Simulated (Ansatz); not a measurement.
Basis-set series for CF₂InNO (`O=C=[N][In]([F])[F]`). Charge 0, multiplicity 1. In takes the def2 core potential. The geometry is a stationary point of PBE0-D4/def2-TZVP. It is one conformer, not always the lowest.

| functional | basis | functions | energy (Eh) | HOMO (eV) | LUMO (eV) |
| --- | --- | --- | --- | --- | --- |
| PBE0-D4 | def2-TZVPP | 205 | -557.77206 | -9.28 | -3.08 |
| PBE0-D4 | def2-QZVPP | 367 | -557.79486 | -9.31 | -3.11 |
| ωB97M-V | def2-TZVPP | 205 | -558.00898 | -11.53 | -1.06 |
| ωB97M-V | def2-QZVPP | 367 | -558.03022 | -11.56 | -1.20 |

Task: Give the rows for def2-SVP. (Best estimate.)

Result: Ansatz gave: 
```json
{"functional": "PBE0-D4", "basis": "def2-SVP", "functions": "96", "energy (Eh)": "-557.30641", "HOMO (eV)": "-9.17", "LUMO (eV)": "-2.91"}
{"functional": "ωB97M-V", "basis": "def2-SVP", "functions": "96", "energy (Eh)": "-557.53323", "HOMO (eV)": "-11.38", "LUMO (eV)": "-0.81"}
```
